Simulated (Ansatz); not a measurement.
Geometry optimisation, RHF/def2-SVP in Ansatz 0.2.0.

Input file:

```yaml
crystal:
  periodic: [false, false, false]
  atoms:
    - { symbol: Ti, position_ang: [0.0, 0.0, 0.0] }
    - { symbol: Cl, position_ang: [0.0, 0.0, 2.72] }
    - { symbol: O, position_ang: [1.8106, 0.0, -0.6394] }
    - { symbol: H, position_ang: [2.1269, -0.9521, -0.756] }
    - { symbol: O, position_ang: [-0.9043, 1.5667, -0.6394] }
    - { symbol: H, position_ang: [-1.8621, 1.336, -0.8617] }
    - { symbol: O, position_ang: [-0.9043, -1.5667, -0.6394] }
    - { symbol: H, position_ang: [-1.359, -2.0324, 0.133] }
    - { symbol: Br, position_ang: [1.4947, 2.2541, 0.8987] }
    - { symbol: H, position_ang: [0.8411, 1.2685, 2.2375] }
basis:
  gaussian: { orbitals: def2-SVP }
hamiltonian:
  xc: hf
relax:
  f_tol: 0.15
  max_steps: 25
  restrain:
    - { distance: [0, 8], at: 3.75, k: 30.0 }
    - { distance: [9, 1], at: 2.57, k: 30.0 }
    - { distance: [0, 1], at: 2.37, k: 30.0 }
    - { distance: [9, 8], at: 1.55, k: 30.0 }
```

Command:

```bash
$ ansatz run input.yaml --threads 4 --pin off --max-ram 5120MiB --backend cpu --events-out ev --progress --plain --runs-dir out
```

**Question.** Where does it end, and by what steps?

**Answer.** It converged. The restraints hold the end off the free minimum; the threshold counts their pulls, which the force column leaves out. Restrained pairs: Ti1–Br9 (2.85 → 3.76 Å), Cl2–H10 (1.60 → 2.57 Å), Ti1–Cl2 (2.72 → 2.35 Å), Br9–H10 (1.79 → 1.49 Å). After 9 steps the energy has fallen by 3.903 eV (the restraints' own energy left out); H10 moved furthest, 0.78 Å.

```csv
step,energy less start (eV),largest force component (eV/Å),accepted
0,0.0000,4.730,yes
1,-0.9431,4.461,yes
2,-1.8808,5.162,yes
3,-2.9810,4.549,yes
4,-3.6994,1.265,yes
5,-3.7978,1.329,yes
6,-3.8785,1.336,yes
7,-3.8960,1.430,yes
8,-3.8864,1.495,yes
9,-3.9032,1.438,yes
```

```xyz
10
Properties=species:S:1:pos:R:3
Ti -0.131 -0.232 0.080
Cl -0.134 -0.236 2.427
O 1.483 -0.361 -0.560
H 2.232 -0.754 -0.979
O -0.977 1.151 -0.557
H -1.636 1.676 -0.981
O -1.016 -1.677 -0.296
H -1.547 -2.452 -0.217
Br 1.747 2.816 1.225
H 1.223 1.945 2.313
```

Time of the run: 22 s on 4 threads of Arm Neoverse V2 (shared host), peak memory 0.49 GiB.
